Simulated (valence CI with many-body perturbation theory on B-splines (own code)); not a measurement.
The numbers below are computed, except where a source is named.
**Sensitivity of CI+MBPT for Ru31+**

Method: valence CI with perturbative core correlation (CI+MBPT): three valence electrons over a frozen Dirac-Fock core [Ne], radial functions for each j: 6 s, 6 p, 5 d, 3 f, 1 g, with the one-electron correlation potential Σ1, the two-electron term Σ2, the three-electron term Σ3, Breit, model QED; selected CI, second order for the rest, scaled by the run's own slope (own B-spline code, finite nucleus).

The last digits are not significant, and no measured levels were compared; by estimate large intervals hold to a few tenths of a per cent, small ones and those within an open d or f shell to about a per cent.

The reference run has the lowest level (3s^2 3p1/2) J=1/2 and an ionisation energy of 1811.53 eV. Its largest variational space holds 2878 state functions.

Levels are named by their leading jj configuration (3d3/2^4 stands for four electrons in 3d with j = 3/2), which in mixed levels can hold well under half, so a name can repeat and another be missing. Letters in brackets count levels of one name in rising energy.

Changed runs:
A. scale of Σ2 1 → 0.8
B. scale of Σ1 1 → 0; scale of Σ2 1 → 0; three-electron term on → off
C. size limit of the variational space 10000 → 1500; second order for the rest on → off
D. size limit of the variational space 10000 → 300; second order for the rest on → off (bad on purpose)

Excitation energies of the reference run in cm⁻¹, and shifts in cm⁻¹:

```
                     Level  Reference       A      B     C      D
        (3s^2 3p3/2) J=3/2     254432     -43   -618   +25   +480
        (3s 3p1/2^2) J=1/2     584371    -172   +493     0   -170
(3s 3p1/2 3p3/2) J=3/2 [a]     752518    -338   -719   +17    -36
    (3s 3p1/2 3p3/2) J=5/2     814239    -235   -223   +29   +134
(3s 3p1/2 3p3/2) J=3/2 [b]     912117    +0.5   +957   +37   +462
    (3s 3p1/2 3p3/2) J=1/2     984978    +722  +4799  +0.6    +95
        (3s 3p3/2^2) J=5/2    1044410    -258   -714   +39   +241
        (3s^2 3d3/2) J=3/2    1198220    +786  +5059   +74   +925
        (3s 3p3/2^2) J=1/2    1241210    +411  +2876  +0.8   +133
        (3s^2 3d5/2) J=5/2    1284980    +817  +5078   +83   +806
        (3s 3p3/2^2) J=3/2    1287810    +886  +5394   +64   +859
     (3p1/2^2 3p3/2) J=3/2    1537750    +262  +3609   +48   +687
    Ionisation energy (eV)    1811.53  +0.035  -0.72     0  -0.08
```
